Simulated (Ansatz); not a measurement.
Total energies of `c1ccc(-c2ccc(-c3ccc(-c4ccc(-c5ccc(-c6ccc(-c7ccc(-c8ccc(-c9cccnc9)nc8)nc7)nc6)nc5)nc4)nc3)nc2)nc1` from Ansatz at PBE-D4/def2-SVP, gas phase (1 Eh = 27.2114 eV = 2625.5 kJ/mol). The reference geometry is relaxed at PBE-D4/def2-SVP.

```json
{"state": "charge 0 singlet", "geometry": "reference", "energy (Eh)": "-2220.89473"}
{"state": "charge 1 doublet", "geometry": "reference", "energy (Eh)": "-2220.65518"}
{"state": "charge -1 doublet", "geometry": "reference", "energy (Eh)": "-2220.97660"}
{"state": "free C atom (triplet)", "geometry": "–", "energy (Eh)": "-37.75124"}
{"state": "free N atom (quartet)", "geometry": "–", "energy (Eh)": "-54.46658"}
{"state": "free H atom (doublet)", "geometry": "–", "energy (Eh)": "-0.49863"}
```

Single mean-field runs in def2-SVP are fitted with def2-universal-jkfit.

(1) Work out the vertical ionisation energy to the doublet.

(2) Work out the vertical electron affinity, to the doublet.

(3) Give the fundamental gap IE − EA, the Mulliken electronegativity (IE + EA)/2 and the hardness (IE − EA)/2.

(4) What is the binding energy per atom against free atoms?

(1) E(charge 1 doublet) − E(charge 0 singlet) = -2220.65518 − (-2220.89473) = 0.23955 Eh = 6.52 eV. For comparison, −ε of the highest occupied level is 5.38 eV at this level, 1.14 eV less.

(2) E(charge 0 singlet) − E(charge -1 doublet) = -2220.89473 − (-2220.97660) = 0.08187 Eh = 2.23 eV. The basis lacks diffuse functions, which makes affinities too small.

(3) From the values in Eh: IE − EA = 0.23955 − 0.08187 = 0.15768 Eh = 4.29 eV; (IE + EA)/2 = 4.37 eV; (IE − EA)/2 = 2.15 eV. The HOMO–LUMO gap of the same run is 2.12 eV, 2.17 eV smaller than the fundamental gap.

(4) Atoms: 45 × (-37.75124) + 9 × (-54.46658) + 29 × (-0.49863) = -2203.46529 Eh. Binding: -2203.46529 − (-2220.89473) = 17.42944 Eh = 474.28 eV, or 5.71 eV for each of 83 atoms (no zero-point energy, no counterpoise term).

At PBE-D4/def2-SVP the gap within one spin of the charge 1 doublet nearly closes, so an electron or hole may be smeared out by delocalisation error.
